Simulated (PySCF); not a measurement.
## Rotational lines of CsMg⁺

Lines J+1 ← J of the vibrational ground state, computed from RHF-CCSD(T) constants of CsMg⁺, ¹Σ⁺ (singlet), closed shell (basis Cs def2-SVPD with ECP46, Mg def2-SVPD; scalar-relativistic core potentials; PySCF 2.14; masses 132.9054 and 23.9850 u), in MHz:

| J | ν (MHz) |
| --- | --- |
| 2 | 7979.6 |
| 3 | 10639.2 |
| 4 | 13298.5 |
| 5 | 15957.7 |
| 6 | 18616.4 |

Question: Find B0 and the effective bond length r0; with αe = 0.000482 cm⁻¹, find Re.

Answer: ν = 2B0(J+1) − 4D(J+1)³ gives B0 = 0.044363 cm⁻¹. With the reduced mass μred = 20.318 u, r0 = √(16.8576/(μred·B0)) (u, cm⁻¹, Å) = 4.3246 Å. Be = B0 + αe/2 = 0.044604 cm⁻¹ gives Re = 4.313 Å.

Correlated steps freeze 1 core orbital. The bond is weak. Basis-set superposition, not corrected here, can be much of De in a small basis, most of all at correlated wavefunction levels. Spin–orbit coupling is left out. For an ion De counts to the pair picked by the measured ionisation energies or electron affinities, which need not be the lowest pair at this level.
